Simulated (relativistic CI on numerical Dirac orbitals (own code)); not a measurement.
## Crystal-field levels of Os⁴⁺, 5d4

Calculated by Dirac-Coulomb-Breit CI, separate exchange-only KLI orbitals for each configuration, model QED (radiative potential, 1s self-energy scaled to tabulated hydrogen-like ionisation energies), valence Slater integrals scaled by 0.65, one configuration in a parametric crystal field (own radial code).

Field parameters in Wybourne normalisation: D3d B²₀ = −7Dσ, B⁴₀ = −14Dq − 21Dτ, B⁴₃ = −14√(10/7) Dq; D4h B²₀ = −7Ds, B⁴₀ = 21(Dq − Dt), B⁴₄ = 21√(5/14) Dq. The field is a parameter set, without covalency.

S and J are read from ⟨S²⟩ = S(S + 1) and ⟨J²⟩ = J(J + 1) of each level; they are not fictitious spins.

D4h, 10Dq = 43500, Ds = 2430, Dt = 300 cm⁻¹, the lowest 10 levels:

| E (cm⁻¹) | Degeneracy | Irrep | S | J |
| --- | --- | --- | --- | --- |
| 0.0 | 1 | A1 | 0.95 | 3.91 |
| 3204 | 1 | A2 | 1.04 | 4.00 |
| 4413 | 2 | E | 1.00 | 3.98 |
| 6717 | 1 | B2 | 0.96 | 3.90 |
| 6754 | 1 | B1 | 0.99 | 3.69 |
| 8709 | 1 | A1 | 0.57 | 4.04 |
| 9536 | 2 | E | 0.74 | 4.11 |
| 13240 | 1 | A1 | 0.77 | 4.05 |
| 15198 | 2 | E | 0.58 | 4.21 |
| 19023 | 1 | B2 | 0.20 | 4.38 |

D4h, 10Dq = 29200, Ds = 2770, Dt = 70 cm⁻¹, the lowest 10 levels:

```csv
E (cm⁻¹),Degeneracy,Irrep,S,J
0.0,1,A1,0.98,3.63
3613,1,A2,1.12,3.80
5079,2,E,1.04,3.87
7559,1,B1,1.05,3.63
7711,1,B2,0.97,3.92
9037,1,A1,0.47,4.15
11104,2,E,0.65,4.19
14429,1,A1,1.05,3.78
16590,2,E,0.94,4.04
18206,1,B1,1.89,3.04
```

D3d, 10Dq = 38950, Dσ = -700, Dτ = 400 cm⁻¹, the lowest 10 levels:

| E (cm⁻¹) | Degeneracy | Irrep | S | J |
| --- | --- | --- | --- | --- |
| 0.0 | 1 | A1 | 0.98 | 3.92 |
| 4096 | 2 | E | 1.03 | 3.99 |
| 4250 | 1 | A2 | 1.03 | 4.03 |
| 6476 | 1 | A1 | 0.90 | 3.94 |
| 6813 | 2 | E | 0.91 | 3.83 |
| 7324 | 2 | E | 0.87 | 3.86 |
| 14412 | 2 | E | 0.39 | 4.38 |
| 15574 | 1 | A1 | 0.32 | 4.26 |
| 15642 | 2 | E | 0.28 | 4.37 |
| 25654 | 1 | A1 | 0.24 | 3.82 |

Levels of this model without a field, named by their leading LS term (the scale mimics covalency, so terms lie below those of the real free ion): 5D_0 0, 5D_1 4408, 5D_2 7958, 5D_3 10524, 5D_4 11789, 3P_0 16614, 3H_4 17528, 3G_3 20611 cm⁻¹.
